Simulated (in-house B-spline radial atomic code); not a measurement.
Results of a calculation; reference values are marked as such.
# Softness against transferability: the 3s channel of Al

Al, [Ne] 3s2 3p1, non-relativistic LDA (VWN5), spherical and spin-unpolarised, from a B-spline radial code for spherical atoms (atomic units). The all-electron 3s level is ε = -0.286883 hartree, its outermost node lies just inside 0.81 bohr and its outer maximum at 2.08 bohr.

Troullier-Martins pseudo-orbitals are made for several radii. The cutoffs (hartree) are the plane-wave energies beyond which the orbital holds less than the named kinetic energy per electron. The phase error is the difference, pseudo minus all-electron, of arctan(R P'/P) at R = 3.21 bohr for all radii, half a hartree below and above the level.

```
r_c (bohr)  V_l(0) (hartree)  cutoff for 10 mEh  for 1 mEh  for 0.1 mEh  phase error at ε − 0.5 (mrad)  at ε + 0.5 (mrad)
      1.56             -0.49               3.48       13.5         30.4                           -0.4               -4.7
      1.81              1.54               3.48       6.62         15.2                           -0.3               -3.3
      2.08              1.25               3.38       6.48         14.6                           -0.4               -3.9
      2.35              0.64               2.98       5.38         12.3                           -0.7               -7.0
      2.62              0.19               2.42       4.38         10.2                           -1.4              -13.5
      2.91             -0.12               1.62       3.59         8.32                           -2.9              -25.0
```

(1) Which radius needs the lowest cutoff for 0.1 mEh while both phase errors stay within 7.1 mrad?

(2) What does the larger radius buy, and what does it cost?

Answers

(1) The radii within that limit are 1.56, 1.81, 2.08, 2.35 bohr; of these r_c = 2.35 needs the least, 12.3 hartree, that is 24.6 Ry or 335 eV.

(2) From r_c = 1.56 to 2.91 bohr the cutoff for 1 mEh goes from 13.5 to 3.59 hartree, a factor of 3.76, against 3.48 for a pure 1/r_c² scaling, end to end; step by step it is 13.5, 6.62, 6.48, 5.38, 4.38, 3.59, and for 0.1 mEh 30.4, 15.2, 14.6, 12.3, 10.2, 8.32; the number of plane waves goes as the cutoff to the power 3/2, here a factor of 7.3. The larger of the two phase errors is least at r_c = 1.81 bohr, 3.3 mrad; it is 4.7 at the smallest radius and 25.0 at the largest. These errors test the reference atom alone. Large radii also let the cores of neighbours overlap, which an atom doesn't show.
